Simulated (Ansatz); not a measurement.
Ca2S2, relaxed as a singlet with RKS r2SCAN-D4/def2-TZVP in Ansatz, starting from the GFN1-xTB geometry. Force threshold 0.02 eV/Å.

The structure comes from a short search, and lower isomers may exist.

Start:

```xyz
4

Ca    2.866    1.134   -0.677
Ca   -1.046    0.108    1.166
S    -2.579   -1.331    0.159
S     0.759    0.089   -0.648
```

Q: Estimate the energy that the relaxation releases and the steps that it takes.

A: 3.45 eV, in 31 steps; 90 s on 4 threads of Arm Neoverse V1 on a shared host. No frequencies were taken in this run, so the end may be a saddle point.

Q: Does the start keep its bonding?

A: Bonds formed: Ca1–S3 (atoms count from 1). Metal–metal contacts that move far: Ca1–Ca2 4.44 to 3.30 Å. The end is the same structure that another start reached, the lowest one found.

Q: Predict the relaxed structure.

A: 
```xyz
4

Ca    1.1147   -0.4375   -1.1384
Ca   -1.1150    0.4377    1.1381
S    -1.1673   -1.3873   -0.6106
S     1.1676    1.3871    0.6109
```
Bond lengths (bridged metal pairs left out): 4 × Ca–S 2.53 Å.
